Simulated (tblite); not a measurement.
C3H11F2NSi2.
Bonds: C1–C2, C2–N3, N3–Si4, Si4–Si5, Si5–C6, C6–F7, C6–F8. Hydrogens: H9, H10, H11 on C1; H12, H13 on C2; H14 on N3; H15, H16 on Si4; H17, H18 on Si5; H19 on C6.

Structure optimised with GFN2-xTB, isolated species.

Question: What internal coordinates does the optimisation give?

Answer: 
```tsv
bond	length (Å)
C1–C2	1.525
C2–N3	1.443
N3–Si4	1.718
Si4–Si5	2.317
Si5–C6	1.938
C6–F7, C6–F8	1.367
C1–H9, C1–H10, C1–H11	1.087
C2–H12, C2–H13	1.096
N3–H14	1.008
Si4–H15	1.467
Si4–H16	1.479
Si5–H17, Si5–H18	1.471
C6–H19	1.098
```

Bonds in one row agree within 0.01 Å and their mean is given. A selection of angles:
```tsv
angle	degrees
C2–C1–H9	110.3
H9–C1–H10	108.7
C1–C2–N3	111.0
C1–C2–H12	109.6
N3–C2–H12	108.0
N3–C2–H13	111.0
H12–C2–H13	107.7
C2–N3–Si4	125.7
C2–N3–H14	111.3
Si4–N3–H14	118.4
N3–Si4–Si5	105.9
N3–Si4–H15	102.7
N3–Si4–H16	114.8
Si5–Si4–H15	114.4
Si5–Si4–H16	111.0
H15–Si4–H16	107.9
Si4–Si5–C6	106.0
Si4–Si5–H17	119.6
C6–Si5–H17	102.2
H17–Si5–H18	105.0
Si5–C6–F7	110.1
Si5–C6–H19	117.0
F7–C6–F8	105.6
F7–C6–H19	106.8
```

Torsions: C1–C2–N3–Si4 -142° (anticlinal); C2–N3–Si4–Si5 54° (synclinal); N3–Si4–Si5–C6 179° (antiperiplanar); Si4–Si5–C6–F7 -58° (synclinal). The mirror-image conformer, all signs reversed, is as good.

N3 (silicon-bound nitrogen) has angles 125.7°, 118.4° and 111.3°, sum 355.4°, 0.17 Å off the plane of its three neighbours. Si4 (SiH2 silicon) is distorted tetrahedral (angles from 102.7° to 114.8°). Of the pairs four or more bonds apart, Si5···H12 is among the closest relative to their van der Waals radii: 3.04 Å, 92 % of the sum of Bondi's values. Si5 (SiH2 silicon) is distorted tetrahedral (angles from 101.8° to 119.6°).

Point group: C1 (no symmetry element, even within 0.4 Å). Its lowest GFN2-xTB frequency is 13 cm⁻¹, too small to tell a flat minimum from a shallow saddle. The numbers are those of one conformer. 3 starts were optimised and ended at 0.00, 0.80 and 1.82 kcal/mol (GFN2-xTB); the lowest of these is shown.

On one thread of an Arm Neoverse N1, no GPU, shared host, this took 1.6 s wall. These figures are those of the optimisation.

The numbers are calculated, not measured.
